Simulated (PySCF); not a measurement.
InI: a composite coupled-cluster calculation

State: ¹Σ⁺, singlet, closed shell. De refers to In + I. RHF-based CCSD(T) in PySCF 2.14 with In cc-pwCVDZ-PP with ECP28, I aug-cc-pVDZ-PP with ECP28 and In cc-pwCVTZ-PP with ECP28, I aug-cc-pVTZ-PP with ECP28 (frozen core orbitals: 13; scalar-relativistic core potentials). Correlation energies are extrapolated as n⁻³ (n = 2, 3), Hartree–Fock as (n+1)·exp(−9√n).

```csv
Level,Re (Å),ωe (cm⁻¹),ωexe (cm⁻¹),αe (cm⁻¹),De (eV)
CCSD(T)/DZ,2.8205,165.8,0.306,9.9e-05,3.414
CCSD(T)/TZ,2.7810,174.1,0.338,0.000102,3.546
HF/CBS,2.8138,166.8,0.339,0.000104,2.617
MP2/CBS,2.7581,178.3,0.342,0.000102,3.764
CCSD/CBS,2.7721,176.2,0.348,0.000103,3.479
CCSD(T)/CBS,2.7715,176.5,0.345,0.000102,3.615
```

Task: How much is left between CCSD(T)/TZ and the basis-set limit, and how much do the triples give at the limit?

Result: CCSD(T)/CBS less CCSD(T)/TZ: -9.5 mÅ in Re, +2.4 cm⁻¹ in ωe and +0.069 eV in De. CCSD(T)/CBS less CCSD/CBS: -0.6 mÅ in Re, +0.3 cm⁻¹ in ωe and +0.136 eV in De.

The T1 diagnostic is 0.016. The open-shell atoms are computed with UHF. Spin–orbit coupling, excitations beyond (T) and corrections to the Born–Oppenheimer picture are left out, and spin–orbit coupling matters for open p, d or f shells this heavy.

The whole job (state search and all basis sets along the bond) took about 5.9 min on 4 threads of Intel Xeon Platinum 8259CL @ 2.50GHz (shared host), peak memory 3.8 GiB.
